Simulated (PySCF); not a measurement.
This PySCF input asks for the NMR shieldings of `COB(CC#CC=O)OC`, C6H9BO3; the geometry comes from GFN2-xTB.

```python
import basis_set_exchange as bse
import numpy as np
from pyscf import gto, dft
from pyscf.prop import nmr

atoms = """
C    -2.007075   -2.079465    0.594524
O    -1.701995   -0.802092    1.097622
B    -1.056964    0.173686    0.429897
C    -0.562855    0.026013   -1.125266
C     0.859727   -0.153066   -1.153708
C     2.055393   -0.328003   -1.125064
C     3.464583   -0.483786   -1.106877
O     4.270951    0.412924   -1.076513
O    -0.848073    1.292402    1.145160
C    -0.160370    2.431546    0.682733
H    -2.416497   -2.660138    1.421261
H    -2.755650   -2.019348   -0.201180
H    -1.114044   -2.580680    0.211446
H    -1.046505   -0.819743   -1.616546
H    -0.818606    0.936804   -1.672055
H     3.779444   -1.548589   -1.121477
H    -0.764447    2.976633   -0.048465
H     0.017904    3.072380    1.546196
H     0.795274    2.161772    0.227053
"""
names = dict.fromkeys(["C", "O", "B", "H"], "pcSseg-1")
basis = {el: gto.basis.parse(bse.get_basis(n, elements=[el], fmt="nwchem")) for el, n in names.items()}
mol = gto.M(atom=atoms, basis=basis, charge=0, verbose=0)
mf = dft.RKS(mol, xc="PBE0")
mf.grids.level = 2
mf.grids.alignment = dft.numint.BLKSIZE   # the property module wants whole blocks of grid points
mf.conv_tol = 1e-9
mf.kernel()

calc = nmr.RKS(mf)   # GIAO
C = mf.mo_coeff
Co = C[:, mf.mo_occ > 0]
resp = mf.gen_response(singlet=True, hermi=2)
def vind(x):   # induced exchange potential for any number of trial vectors
    d = np.einsum("pi,xij,qj->xpq", C, 2 * x.reshape(-1, C.shape[1], Co.shape[1]), Co, optimize=True)
    return np.einsum("xpq,pi,qj->xij", resp(d - d.transpose(0, 2, 1)), C, Co, optimize=True).ravel()
mo1, _ = nmr.rhf.solve_mo1(calc, with_cphf=vind)
sigma = calc.kernel(mo1)
for i, s in enumerate(sigma):   # ppm
    w = np.linalg.eigvalsh((s + s.T) / 2)
    print("%2d %-2s iso %8.1f  s11 %8.1f  s22 %8.1f  s33 %8.1f" % (i, mol.atom_pure_symbol(i), w.mean(), *w))
```

Question: What does it print?

Answer: 
```
 0 C  iso    132.1  s11    106.1  s22    108.3  s33    181.8
 1 O  iso    226.2  s11     62.9  s22    287.1  s33    328.5
 2 B  iso     75.3  s11     64.8  s22     77.1  s33     84.0
 3 C  iso    182.5  s11    170.8  s22    178.2  s33    198.5
 4 C  iso     82.8  s11      9.0  s22     31.0  s33    208.4
 5 C  iso     99.6  s11     10.2  s22     19.7  s33    268.8
 6 C  iso      6.4  s11    -86.4  s22      1.7  s33    103.7
 7 O  iso   -392.4  s11  -1077.5  s22   -499.4  s33    399.7
 8 O  iso    218.3  s11     44.8  s22    280.6  s33    329.6
 9 C  iso    132.3  s11    106.2  s22    107.3  s33    183.3
10 H  iso     27.6  s11     23.4  s22     25.8  s33     33.7
11 H  iso     27.9  s11     24.4  s22     25.6  s33     33.7
12 H  iso     27.8  s11     23.7  s22     26.7  s33     33.0
13 H  iso     29.4  s11     25.7  s22     27.3  s33     35.3
14 H  iso     29.7  s11     26.3  s22     27.1  s33     35.6
15 H  iso     22.3  s11     19.3  s22     21.0  s33     26.5
16 H  iso     27.9  s11     24.6  s22     25.5  s33     33.6
17 H  iso     27.7  s11     23.5  s22     25.8  s33     33.7
18 H  iso     27.3  s11     22.4  s22     27.9  s33     31.6
```

These numbers come from an equivalent density-fitted implementation of the same equations, which agrees with the script to about 0.01 ppm for H and up to a few tenths of a ppm for heavy atoms, so last digits may differ.

Size and cost of the density-fitted run: 215 basis functions, 83 s wall time on 1 thread of an Arm Neoverse N1, shared host; peak memory 0.88 GiB.
